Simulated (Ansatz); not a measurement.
Input for Ansatz (a quantum-chemistry and plane-wave program): R-SVWN5/def2-TZVPP on silylphosphine (SMILES [SiH3]P), a point of a torsion scan.

Ansatz 0.2 input:
```yaml
crystal:
  periodic: [false, false, false]
  atoms:
    - {symbol: Si, position_ang: [-0.83449635, 0.04072200, -0.04249058]}
    - {symbol: P, position_ang: [1.37546370, -0.33400773, -0.08802787]}
    - {symbol: H, position_ang: [-1.50380287, -0.87301589, -0.96853712]}
    - {symbol: H, position_ang: [-1.15585436, 1.41631108, -0.42750728]}
    - {symbol: H, position_ang: [-1.27246435, -0.20534404, 1.33021280]}
    - {symbol: H, position_ang: [1.73233391, 0.93708484, -0.49718266]}
    - {symbol: H, position_ang: [1.40748704, -0.81342094, -1.38457070]}
basis:
  gaussian:
    orbitals: def2-TZVPP
hamiltonian:
  xc: {name: SVWN5}
scf: {lower_state_search: off}
```

Program output:

```
WARN ansatz: RAYON_NUM_THREADS=1 ignored (pool sized by the plan → 1); use --threads N
Functional definition: SVWN5
these checks for a lower state are left out or cut short: stability, starts, cluster_reference, orbital_swaps, neighbouring_geometries, increment
integrals: 0.06 GiB planned
870 factors; their error is unknown
mean field: 0.46 GiB planned
mean field evaluation 1: about -17179.2142 eV, gradient 2.2e1 eV
mean field evaluation 2: about -17179.8104 eV, gradient 2.0e1 eV
mean field evaluation 4: about -17181.0054 eV, gradient 1.1e0 eV
mean field evaluation 8: about -17180.9807 eV, gradient 2.0e-1 eV
mean field evaluation 16: about -17180.9807 eV, gradient 5.6e-6 eV
mean field -17180.98073344 eV, -631.3893962669 hartree, gradient 5.6e-6 eV, S^2 0.000000; 0 other end points of the search recorded, 0 dependent functions left out
reference -17180.98076973 eV, -631.3893976005 hartree; 17, 17 occupied and 137, 137 virtual orbitals, 870 factors
Total energy: -17180.98076973 eV, -631.3893976005 hartree
Checks for a lower state left out: stability, starts, cluster_reference, orbital_swaps, neighbouring_geometries, increment
```

The run converged.

Cost: about 1.2 core-seconds (a rough figure).
